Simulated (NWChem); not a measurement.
# SrHSCl; SMILES [SH][Sr][Cl]

```xyz
4

Sr    -0.4742    -0.0375     0.0001
Cl     0.5433    -2.4375    -0.0001
S      0.5900     2.4884     0.0001
H     -0.6578     3.0481    -0.0040
```
Atoms are numbered in this order, from 1.

Program: NWChem. Structure relaxed at the PBE-D3(BJ)/def2-SVP level. def2 effective core potentials on Sr; no spin-orbit coupling. LC-ωPBE (HJS hole) with def2-SVP; x = 1 − exp(−ω/0.25 bohr⁻¹) is a scale chosen for this fit.

| row | x | −ε(HOMO) (eV) |
|---|---|---|
| ω = 0.05 | 0.181 | 5.99 |
| ω = 0.10 | 0.330 | 6.69 |
| ω = 0.15 | 0.451 | 7.28 |
| ω = 0.35 | 0.753 | 8.77 |
| ω = 0.50 | 0.865 | withheld |

Question: Fit a straight line of the last column on the one before it, predict the withheld value, and compare with the run.

Answer: 
1. Means of the 4 shown rows: x = 0.4287, y = 7.183. Slope Σ(x − x̄)(y − ȳ)/Σ(x − x̄)² = 0.8610/0.1768 = 4.871; intercept 5.094.
2. The shown rows scatter about the line by 0.011 (root mean square); the largest residual is +0.01, at ω = 0.05.
3. At x = 0.865 (ω = 0.50; beyond the shown range) the line gives 9.31.
4. The run gives 9.31, 0.00 from the line.
